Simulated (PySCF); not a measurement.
# GeF(OH) + Cl₂ → GeOCl₂ + HF

Level: PBE0 in the def2-TZVP basis family, all electrons, no relativity, computed in PySCF with density fitting; open shells unrestricted.

```json
{"species": "GeF(OH)", "state and structure": "singlet, Cs, Ge–F 1.767 Å, Ge–O 1.771 Å, O–H 0.964 Å; F–Ge–O 97.1°, Ge–O–H 113.9°", "E (Eh)": "-2252.38357", "ZPE (kJ/mol)": "40.4", "H(298 K) − H(0) (kJ/mol)": "12.6", "S° (J/(mol K))": "280.6"}
{"species": "Cl₂", "state and structure": "singlet, D∞h, Cl–Cl 1.982 Å", "E (Eh)": "-920.08940", "ZPE (kJ/mol)": "3.5", "H(298 K) − H(0) (kJ/mol)": "9.1", "S° (J/(mol K))": "222.5"}
{"species": "GeOCl₂", "state and structure": "singlet, C2v, Ge–Cl 2.110 Å (×2), Ge–O 1.623 Å; Cl–Ge–Cl 106.9°, Cl–Ge–O 126.6° (×2)", "E (Eh)": "-3072.10202", "ZPE (kJ/mol)": "14.6", "H(298 K) − H(0) (kJ/mol)": "16.0", "S° (J/(mol K))": "317.3"}
{"species": "HF", "state and structure": "singlet, C∞v, H–F 0.920 Å", "E (Eh)": "-100.39188", "ZPE (kJ/mol)": "24.9", "H(298 K) − H(0) (kJ/mol)": "8.7", "S° (J/(mol K))": "173.6"}
```

Problem. What is the electronic reaction energy?

Solution. At PBE0/def2-TZVP, ΔE = -55.0 kJ/mol from the differences of the total energies times 2625.5, downhill. 

Problem. Add zero-point, thermal and entropy terms for 298.15 K and 1 bar.

Solution. ΔZPE = -4.4 and Δ[H(298) − H(0)] = 3.0 kJ/mol give ΔH° = -56.4 kJ/mol. ΔS° = -12.2 J/(mol K), so ΔG° = -56.4 − 298.15 × (-0.0122) = -53 kJ/mol and log₁₀K = 9.2.

The structures come from searches over a few start shapes, so lower isomers are not excluded.
